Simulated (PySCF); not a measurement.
PbCl₂, SMILES [Cl][Pb][Cl] (connectivity only; charge and spin as stated), neutral, multiplicity 1. Geometry optimised at PBE-D3(BJ)/def2-TZVP. The isomer is the one that the SMILES or the coordinates give; other isomers of the formula were not compared. The def2 effective core potentials stand for the cores of Pb; spin–orbit coupling is left out.

The numbers are results of PBE-D3(BJ)/def2-TZVP run with PySCF 2.14.0, not measurements.

Harmonic wavenumbers (cm⁻¹): 93, 295, 311. Rotational constants (GHz): 3.758, 1.977, 1.295; symmetry number 2.

Work out the zero-point energy and the ideal-gas rigid-rotor harmonic-oscillator thermochemistry at 298.15 K and 1 atm.

ZPE = ½ Σ hcν = ½ × 699 cm⁻¹ = 4.18 kJ/mol. H − E(el) = 18.25 kJ/mol. Entropy in J/(mol K): translation 178.94, rotation 110.99, vibration 26.75, total 316.68. G − E(el) = -76.17 kJ/mol. Cp = 55.39 J/(mol K). Modes under 150 cm⁻¹ make the vibrational entropy uncertain.
